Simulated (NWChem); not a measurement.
System: C2HCl2F; SMILES FC=C(Cl)Cl

NWChem input:

```
start job
memory heap 200 mb stack 900 mb global 1100 mb
geometry units angstroms noautoz
  F      0.878040     2.115771     0.000000
  C      1.119644     0.818475     0.000000
  C      0.135343    -0.086205     0.000000
  Cl    -1.516579     0.367351     0.000000
  Cl     0.490166    -1.767518     0.000000
  H      2.176167     0.541893     0.000000
end
basis spherical
  * library def2-svp
end
dft
  xc b3lyp
  iterations 150
  mulliken
end
task dft energy
```

NWChem printed, in part:

```
             Northwest Computational Chemistry Package (NWChem) 7.3.0
             --------------------------------------------------------

 CS  symmetry detected

                             Geometry "geometry" -> ""
                             -------------------------

 Output coordinates in angstroms (scale by  1.889725989 to convert to a.u.)

  No.       Tag          Charge          X              Y              Z
 ---- ---------------- ---------- -------------- -------------- --------------
    1 F                    9.0000     0.93587559     2.08648080     0.00000000
    2 C                    6.0000     1.13989156     0.78274506     0.00000000
    3 C                    6.0000     0.12985963    -0.09311444     0.00000000
    4 Cl                  17.0000    -1.50826643     0.40798669     0.00000000
    5 Cl                  17.0000     0.43595063    -1.78397844     0.00000000
    6 H                    1.0000     2.18798116     0.47574888     0.00000000

 Effective nuclear repulsion energy (a.u.)     264.1399784163

      Symmetry information
      --------------------

 Group name             Cs
 Group number              2
 Group order               2
 No. of unique centers     6

                                 NWChem DFT Module
                                 -----------------

 Summary of "ao basis" -> "ao basis" (spherical)
 ------------------------------------------------------------------------------
       Tag                 Description            Shells   Functions and Types
 ---------------- ------------------------------  ------  ---------------------
 F                          def2-svp                 6       14   3s2p1d
 C                          def2-svp                 6       14   3s2p1d
 Cl                         def2-svp                 8       18   4s3p1d
 H                          def2-svp                 3        5   2s1p

      Symmetry analysis of basis
      --------------------------

        a'         60
        a"         23

            General Information
            -------------------
          SCF calculation type: DFT
          Wavefunction type:  closed shell.
          No. of atoms     :     6
          No. of electrons :    56
           Alpha electrons :    28
            Beta electrons :    28
          Charge           :     0
          Spin multiplicity:     1
          Use of symmetry is: on ; symmetry adaption is: on
          Maximum number of iterations: 150
          AO basis - number of functions:    83
                     number of shells:    37
          Convergence on energy requested:  1.00D-06
          Convergence on density requested:  1.00D-05
          Convergence on gradient requested:  5.00D-04

              XC Information
              --------------
                         B3LYP Method XC Potential
                     Hartree-Fock (Exact) Exchange  0.200
                        Slater Exchange Functional  0.800 local
                    Becke 1988 Exchange Functional  0.720 non-local
              Lee-Yang-Parr Correlation Functional  0.810
                  VWN I RPA Correlation Functional  0.190 local

             Grid Information
             ----------------
          Grid used for XC integration:  medium
          Radial quadrature: Mura-Knowles
          Angular quadrature: Lebedev.
          Tag              B.-S. Rad. Rad. Pts. Rad. Cut. Ang. Pts.
          ---              ---------- --------- --------- ---------
          F                   0.50       49          10.0       434
          C                   0.70       49           8.0       434
          Cl                  1.00       88          10.0       590
          H                   0.35       45          10.0       434
          Grid pruning is: on
          Number of quadrature shells:   368
          Spatial weights used:  Erf1

      Superposition of Atomic Density Guess
      -------------------------------------

 Sum of atomic energies:       -1093.68844983

      Non-variational initial energy
      ------------------------------

 Total energy =   -1095.471113
 1-e energy   =   -2036.793838
 2-e energy   =     677.182747
 HOMO         =      -0.226173
 LUMO         =       0.079831

      Symmetry analysis of molecular orbitals - initial
      -------------------------------------------------

  Numbering of irreducible representations:

     1 a'          2 a"

  Orbital symmetries:

     1 a'          2 a'          3 a'          4 a'          5 a'
     6 a'          7 a'          8 a'          9 a'         10 a'
    11 a"         12 a'         13 a"         14 a'         15 a'
    16 a'         17 a'         18 a'         19 a'         20 a"
    21 a'         22 a'         23 a"         24 a'         25 a"
    26 a'         27 a'         28 a"         29 a"         30 a'
    31 a'         32 a'         33 a'         34 a'         35 a'
    36 a'         37 a'         38 a'

     ---------------------------------------------
      Total Density - Mulliken Population Analysis
     ---------------------------------------------

    Atom       Charge   Shell Charges
 -----------   ------   -------------------------------------------------------
    1 F    9     9.36   1.99  1.14  0.76  3.44  2.02  0.01
    2 C    6     5.66   1.99  0.92  0.24  1.76  0.69  0.07
    3 C    6     5.70   1.99  0.92  0.20  1.62  0.91  0.06
    4 Cl  17    17.18   2.00  1.99  1.22  0.71  5.94  2.12  3.17  0.03
    5 Cl  17    17.17   2.00  1.99  1.22  0.71  5.94  2.11  3.17  0.03
    6 H    1     0.94   0.68  0.24  0.02

[...]
```

Level: B3LYP/def2-SVP. Geometry: optimised at PBE0/def2-SVP. B3LYP is NWChem's, with the RPA form of VWN correlation.
